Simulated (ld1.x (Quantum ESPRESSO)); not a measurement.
# How hard is this aluminium RRKJ potential?

Al (Z = 13), norm-conserving RRKJ (Kleinman–Bylander form), made with ld1.x (Quantum ESPRESSO) 7.5 (LDA (PZ), scalar-relativistic). Core [Ne], reference 3s2 3p1. Waves: 3s (bound): rc 1.70 bohr; 3p (bound): rc 2.60 bohr; 3d channel at 0.3 Ry: rc 2.25 bohr. Local part: all-electron potential smoothed inside 1.55 bohr (lloc = -1). Core correction: a·sin(br)/r model core inside 1.75 bohr. rho0 = 0.005.

The pseudo-atom Hamiltonian at the reference potential is diagonalised in spherical Bessel functions j_l(qr) that vanish at 20 bohr, with q² up to the cutoff. All-electron valence levels (Ry): 3s -0.5759, 3p -0.2050.

Q: How do the lowest levels (Ry) of each channel move with the cutoff, and are there ghosts?

A:

| cutoff (Ry) | s #1 | s #2 | p #1 | p #2 | d #1 | f #1 | f #2 | Σ f·Δε (mRy) |
| --- | --- | --- | --- | --- | --- | --- | --- | --- |
| 8 | -0.5668 | -0.0218 | -0.2034 | 0.0269 | 0.0469 | 0.1041 | 0.2262 | 19.9 |
| 12 | -0.5743 | -0.0224 | -0.2042 | 0.0268 | 0.0467 | 0.1041 | 0.2262 | 4.1 |
| 18 | -0.5749 | -0.0224 | -0.2049 | 0.0267 | 0.0467 | 0.1041 | 0.2262 | 2.1 |
| 21 | -0.5750 | -0.0225 | -0.2050 | 0.0267 | 0.0467 | 0.1041 | 0.2262 | 1.8 |
| 30 | -0.5756 | -0.0226 | -0.2050 | 0.0267 | 0.0467 | 0.1041 | 0.2262 | 0.6 |
| 40 | -0.5759 | -0.0226 | -0.2050 | 0.0267 | 0.0467 | 0.1041 | 0.2262 | 0.1 |
| 400 | -0.5759 | -0.0226 | -0.2050 | 0.0267 | 0.0467 | 0.1041 | 0.2262 | 0.0 |

Result: no extra level below or beside the all-electron valence levels (s, p, d, f tested); 10 mRy is reached at 10 Ry and 1 mRy at 30 Ry.
